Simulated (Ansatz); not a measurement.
Reaction (formal exchange of groups at a B–C bond): `B[CH2][GeH2][Cl]` + `NB[SiH2]Cl` → `B[SiH](Cl)BN` + `[CH3][GeH2][Cl]`

Calculated with Ansatz (gas phase, PBE0-D4/def2-TZVP geometries, no zero-point term in ΔE). CCSD(T)/CBS is the MP2 limit (def2-TZVPP, def2-QZVPP) plus CCSD(T) − MP2 in def2-TZVPP, frozen cores. DFT in def2-TZVPP. B3LYP here is the variant with VWN-RPA as its local correlation; programs differ in this. HSE06 is defined as in plane-wave codes. For Ge outer-core shells are correlated without core-valence functions, which leaves a few kJ/mol of doubt a bond. Scalar relativity is left out up to krypton. Each species was taken in one conformer, which may not be the lowest.

Question: Is it downhill or uphill in electronic energy at CCSD(T)/CBS, and by how much? (An estimate is asked.)

Answer: Computed: Uphill: ΔE = +6.1 kcal/mol.

Question: What do these levels give: r2SCANh-D4, HSE06-D4, PBE-QIDH, PBE, revPBE, BLYP, r2SCAN, B3LYP, BHLYP, CAM-B3LYP, HF/def2-TZVPP, HF/CBS(def2)? (Best estimate.)

Answer: The calculation gave: r2SCANh-D4 5.4, HSE06-D4 5.0, PBE-QIDH 6.3, PBE 4.5, revPBE 4.4, BLYP 5.5, r2SCAN 5.2, B3LYP 6.0, BHLYP 6.7, CAM-B3LYP 6.4, HF/def2-TZVPP 7.3, HF/CBS(def2) 7.4 kcal/mol.

Largest T1 diagnostic among the species: 0.013.

Leaving LDA and LC-ωPBE aside and taking each functional with its dispersion term where it has one, the values, not all of them listed here, spread over 2.4 kcal/mol, from revPBE-D4 to B2PLYP. From BLYP to BHLYP (50 % exact exchange), in def2-TZVPP and without D4, ΔE moves by +1.1 kcal/mol.
